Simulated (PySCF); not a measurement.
Si(H)3(OMe) (CH6OSi), SMILES CO[SiH3].

Coordinates come from a B3LYP-D3(BJ)/def2-TZVP optimisation.

The numbers are results of PySCF with B3LYP-D3(BJ)/def2-TZVP, not measurements.

Frequencies are harmonic and unscaled.

```csv
mode,ν (cm⁻¹),IR (km/mol),moving atoms (share of kinetic energy)
1,104,1.3,"H 81 %, O 16 %"
2,128,1.5,"H 83 %, O 12 %"
3,221,3.8,"O 32 %, H 31 %, C 25 %, Si 13 %"
4,720,60.2,"H 83 %, Si 9 %"
5,727,27.2,"H 73 %, Si 15 %, C 11 %"
6,773,55.3,"O 39 %, Si 26 %, H 23 %, C 12 %"
7,952,76.7,H 96 %
8,968,125.8,H 94 %
9,991,251.8,"H 88 %, Si 10 %"
10,1126,185.8,"O 49 %, C 33 %, H 16 %"
11,1182,1.2,"H 78 %, C 18 %"
12,1211,45.5,"H 65 %, C 19 %, O 15 %"
13,1488,1.8,"H 88 %, C 10 %"
14,1501,5.9,H 96 %
15,1504,5.5,H 96 %
16,2201,166.5,H 96 %
17,2207,88.6,H 98 %
18,2261,107.0,H 97 %
19,2998,57.1,H 97 %
20,3049,42.3,"H 90 %, C 10 %"
21,3101,29.7,"H 91 %, C 9 %"
```
